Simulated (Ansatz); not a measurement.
def2 core potentials replace the inner electrons of Bi.

CH5BiO2, SMILES `[CH3][Bi]([OH])[OH]` (O–Bi–O–H torsion 65°, O–Bi–O–H torsion -65°) (charge 0, multiplicity 1)

Calculation: CAM-B3LYP-D3(BJ)/def2-TZVP // PBE0-D3(BJ)/def2-SVP (Ansatz, a program for electronic structure).

* **HOMO**: -8.97 eV
* **dipole moment**: 3.00 D
* **LUMO**: 0.15 eV
* **HOMO–LUMO gap**: 9.11 eV
* **total energy**: -406.2102 Ha
* **cost**: very roughly 13 core-seconds

```xyz
9

C      1.2439    -0.0503    -0.2069
Bi    -0.8057    -0.0509    -1.1911
O     -1.4556     1.6487    -0.1523
O     -1.5519    -1.5659     0.0490
H      1.7793    -0.9788    -0.4546
H      1.1196     0.0140     0.8851
H      1.8263     0.8155    -0.5555
H     -1.0274     1.7161     0.7101
H     -1.1283    -1.5483     0.9160
```
